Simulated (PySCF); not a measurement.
## IRuN: breathing scan

Method: B3LYP in PySCF with Ru def2-SVP with ECP28, N def2-SVP, I def2-SVP with ECP28; scalar-relativistic core potentials, no spin–orbit coupling; density-fitted integrals.

Rigid scan from the singlet minimum (Ru–I 2.621 Å, Ru–N 1.556 Å; I–Ru–N 129.5°). Coordinate: all bonds to the central atom scaled together. Energies in kJ/mol from the minimum.

```tsv
scale of all bonds to the centre	E (kJ/mol)	dipole size (D)
0.88	258.6	2.66
0.92	100.9	2.73
0.96	22.2	2.85
1.00	0.0	3.01
1.04	17.5	3.18
1.08	62.3	3.35
1.14	160.9	3.62
1.22	320.1	3.96
1.35	583.0	4.43
```

At long bonds a restricted determinant can lie too high, and another spin state can fall below this curve.
